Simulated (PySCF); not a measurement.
SMILES Cl[SiH2][SiH2][GeH3], PBE0/def2-SVP optimised geometry.

```
11

Si    -2.03     0.52     0.00
Cl    -2.71     2.48     0.00
Si     0.32     0.52     0.00
Ge     1.17    -1.72     0.00
H     -2.56    -0.17    -1.21
H     -2.56    -0.17     1.21
H      0.80     1.24     1.22
H      0.80     1.24    -1.22
H      0.70    -2.47    -1.26
H      0.66    -2.48     1.24
H      2.71    -1.70     0.02
```

Density from PBE0/def2-TZVP run with PySCF at that geometry.

Minimum of the electron density along straight lines between bonded atoms, close to the bond critical point (lines longer than 1.1 times the sum of covalent radii, or with two minima, are not listed):

```json
[
 {"bond": "Si1–Cl2", "length / Å": "2.080", "ρ at the minimum / e bohr⁻³": "0.094", "∇²ρ there / e bohr⁻⁵": "[?]", "position (fraction from the first atom)": "0.36"},
 {"bond": "Si1–Si3", "length / Å": "2.343", "ρ at the minimum / e bohr⁻³": "0.094", "∇²ρ there / e bohr⁻⁵": "-0.17", "position (fraction from the first atom)": "0.54"},
 {"bond": "Si3–Ge4", "length / Å": "2.389", "ρ at the minimum / e bohr⁻³": "[?]", "∇²ρ there / e bohr⁻⁵": "[?]", "position (fraction from the first atom)": "0.47"},
 {"bond": "Si1–H5", "length / Å": "1.493", "ρ at the minimum / e bohr⁻³": "0.121", "∇²ρ there / e bohr⁻⁵": "0.15", "position (fraction from the first atom)": "0.49"},
 {"bond": "Si1–H6", "length / Å": "1.493", "ρ at the minimum / e bohr⁻³": "0.121", "∇²ρ there / e bohr⁻⁵": "0.15", "position (fraction from the first atom)": "0.49"},
 {"bond": "Si3–H7", "length / Å": "1.496", "ρ at the minimum / e bohr⁻³": "0.117", "∇²ρ there / e bohr⁻⁵": "0.16", "position (fraction from the first atom)": "0.49"},
 {"bond": "Si3–H8", "length / Å": "1.496", "ρ at the minimum / e bohr⁻³": "0.117", "∇²ρ there / e bohr⁻⁵": "0.16", "position (fraction from the first atom)": "0.49"},
 {"bond": "Ge4–H9", "length / Å": "1.540", "ρ at the minimum / e bohr⁻³": "0.132", "∇²ρ there / e bohr⁻⁵": "0.06", "position (fraction from the first atom)": "0.59"},
 {"bond": "Ge4–H10", "length / Å": "1.540", "ρ at the minimum / e bohr⁻³": "0.132", "∇²ρ there / e bohr⁻⁵": "0.06", "position (fraction from the first atom)": "0.59"},
 {"bond": "Ge4–H11", "length / Å": "1.540", "ρ at the minimum / e bohr⁻³": "0.132", "∇²ρ there / e bohr⁻⁵": "0.06", "position (fraction from the first atom)": "0.59"}
]
```

Question: Fill in the missing entries.

Answer: 
- Si1–Cl2, ∇²ρ there / e bohr⁻⁵: 0.21
- Si3–Ge4, ρ at the minimum / e bohr⁻³: 0.088
- Si3–Ge4, ∇²ρ there / e bohr⁻⁵: -0.13
